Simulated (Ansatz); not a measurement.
Reactions of `NC[SiH2]Cl`.

Isolated molecules relaxed with PBE0-D4/def2-TZVP in Ansatz; ΔE leaves out vibrations. CBS: MP2 limit from def2 TZ/QZ plus the TZ coupled-cluster correction, frozen cores. This one scheme is used for every species. def2 core potentials past Kr. For Ge, I, Se outer-core shells are correlated without core-valence functions, which leaves a few kJ/mol of doubt a bond. Scalar relativity is left out up to krypton. Each species was taken in one conformer, which may not be the lowest.

(1) Order these by ΔE at CCSD(T)/CBS, lowest first. (Estimate.)
A. `NC[SiH2]Cl` + `B[SeH]` → `B[Se][SiH2]Cl` + CH₃NH₂
B. `NC[SiH2]Cl` + `CO[SiH2]S` → `CO[SiH2]S[SiH2]Cl` + CH₃NH₂
C. `NC[SiH2]Cl` + `C[NH][GeH2][SiH3]` → `CN[SiH2]CN` + `[SiH3][GeH2][Cl]`
D. `NC[SiH2]Cl` + `CC([SiH3])I` → `NC[SiH](Cl)I` + `CC[SiH3]`
E. `NC[SiH2]Cl` + H–F → `F[SiH2]Cl` + CH₃NH₂
F. `NC[SiH2]Cl` + `BC([SiH3])OC` → `BC([SiH3])[SiH2]Cl` + `COCN`
G. `NC[SiH2]Cl` + `B1C=N1` → `NCB1C=N1` + `[SiH3]Cl`

Largest T1 diagnostic: 0.013, for `BC([SiH3])OC`.

Results:

(1) E (-141.1 kJ/mol), D (-119.0 kJ/mol), F (-88.9 kJ/mol), B (-76.0 kJ/mol), A (-62.5 kJ/mol), C (-20.9 kJ/mol), G (0.0 kJ/mol).
